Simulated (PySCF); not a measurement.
## Electronic absorption of C3H7NOSi

C₃H₇NOSi.
Structure used (PBE0-D3(BJ)/def2-SVP), in Å, numbered top down from 1:
```xyz
13
C3H7NOSi angstrom
C      2.1782   -0.2766    0.1798
O      0.8620   -0.4605   -0.2759
Si    -0.5065   -0.1765    0.6053
C     -1.9820   -0.3884   -0.4913
C     -0.4327    1.5973    1.2032
N     -0.3639    2.6986    1.5607
H      2.3676    0.7724    0.4681
H      2.8689   -0.5403   -0.6344
H      2.4062   -0.9218    1.0471
H     -0.5457   -1.0067    1.8432
H     -2.0203   -1.4160   -0.8830
H     -2.9110   -0.1900    0.0643
H     -1.9246    0.3085   -1.3405
```

Theory: PySCF 2.14.0, density-fitted response routines, TDDFT wB97X-D/def2-SVPD, vertical, gas phase, core orbitals frozen in the response.

**Question.** Predict the UV-vis stick spectrum at this level.

**Answer.** 

| state | E (eV) | λ (nm) | f | \|μ\| (D) | main configurations (H = HOMO, L = LUMO) |
| --- | --- | --- | --- | --- | --- |
| S1 | 6.95 | 178.4 | 0.0024 | 0.30 | H-2→L (27%), H→L (20%), H-1→L (18%) |
| S2 | 7.16 | 173.1 | 0.0008 | 0.17 | H→L (70%), H-1→L (9%) |
| S3 | 7.39 | 167.7 | 0.0070 | 0.50 | H-3→L (27%), H-2→L+1 (24%), H-2→L (10%) |
| S4 | 7.44 | 166.7 | 0.0015 | 0.23 | H-3→L+1 (39%), H-1→L+1 (11%), H-2→L (10%) |
| S5 | 7.69 | 161.2 | 0.0093 | 0.57 | H→L+1 (74%) |
| S6 | 7.89 | 157.2 | 0.0075 | 0.50 | H-1→L (42%), H-3→L (22%), H-4→L (12%) |

The lowest singlet lies at 6.95 eV (178 nm, vacuum ultraviolet) and is very weak; its leading configuration is HOMO-2→LUMO (27%). The strongest level in the table is S5 at 7.69 eV (161 nm, f = 0.0093). Löwdin shares by element: HOMO oxygen 53%, carbon 13% or more, silicon 9%, hydrogen 7% or more (atoms not listed hold the other 18%); LUMO carbon 26% or more, nitrogen 25%, silicon 21%, oxygen 7% (atoms not listed hold the other 21%). Weighted by f, the mean energy of these states is 7.58 eV. Orbital energies (eV): HOMO-3 -11.93, HOMO-2 -11.60, HOMO-1 -11.15, HOMO -10.64, LUMO 1.14, LUMO+1 1.42, LUMO+2 2.21. The listed states span 0.94 eV, and the widest gap between neighbours is 0.25 eV (S4 to S5). The window holds the lowest 6 singlets.

The run took about 60 s of CPU time (one thread, shared machine).

One conformer stands for the species.
